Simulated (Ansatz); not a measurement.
Molecule: PbCl2, charge 0, multiplicity 3. This is an excited triplet: at this geometry the singlet lies 1.35 eV lower at RI-MP2/CBS(def2-TZVPPD,def2-QZVPPD)+[CCSD(T)-MP2]/def2-TZVPPD. SMILES: [Cl][Pb][Cl]
Coordinates optimised at B3LYP-D3(BJ)/def2-TZVP (Ansatz, a program for electronic structure):
```xyz
3

Pb    -0.0087     0.0105     0.6883
Cl     0.8830     1.0019    -1.6648
Cl    -0.8410    -1.0525    -1.6552
```
Charge 0, spin multiplicity 3.

Parts of the frozen-core correlation energy in def2-TZVPPD (Ansatz, hartree). Frozen orbitals: 19; correlated occupied orbitals by spin: 10 and 8; virtual: 129 and 131. UHF or UKS for open shells. Spin-orbit coupling is left out. Past Kr the def2 sets carry scalar-relativistic core potentials.

```tsv
term	value
reference (HF)	-1110.87574
MP2 opposite-spin	___
MP2 same-spin	___
CCSD correlation	-0.47341
(T)	___
T1 diagnostic	0.015
largest doubles amplitude	0.039
<S^2> of the reference	2.038
```

Q: Fill in the missing entries.

A: 
- MP2 opposite-spin, value: -0.32376
- MP2 same-spin, value: -0.10973
- (T), value: -0.02262
